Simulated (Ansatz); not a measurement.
Ideal-gas functions of HfO2 (`[O]=[Hf]=[O]`) at 400 K and 1 bar, from an Ansatz frequency run at PBE0-D4/def2-TZVP.

Molar mass 210.49 g/mol, point group C2v (symmetry number 2), electronic degeneracy 1, moments of inertia 29.793, 65.796, 95.589 u Å². Harmonic wavenumbers (cm⁻¹, unscaled): 298, 848, 932.

Use S(trans) = R[1.5 ln M + 2.5 ln T − 1.1517]; rotational temperatures θ = 24.2544 K / I; S(rot) = R[ln(√π/σ · √(T³/θAθBθC)) + 1.5]; for each mode x = 1.438777 ν̃/T, S = R[x/(eˣ − 1) − ln(1 − e⁻ˣ)] and H = RT x/(eˣ − 1); 1 cm⁻¹ = 0.0119627 kJ/mol; R = 8.31446 J/(mol·K).

Q: By hand: the entropy, in J/(mol·K).

A: Translation 181.7. Rotation: θ = 0.8141, 0.3686, 0.2537 K, giving 96.9. Vibration, mode by mode: 8.12, 1.66, 1.31, in all 11.1. Electronic 0.0. Sum 289.7 J/(mol·K).

Q: By hand: H − E and G − E in kJ/mol, counted from the electronic energy.

A: Zero-point energy ½ × 2078 × 0.0119627 = 12.4; thermal vibration 2.8; translation, rotation and pV give 4 RT = 13.3. H − E = 28.5 kJ/mol, and G − E = 28.5 − 400 × 289.7/1000 = -87.4 kJ/mol.

Vibration gives 4 % of the entropy.
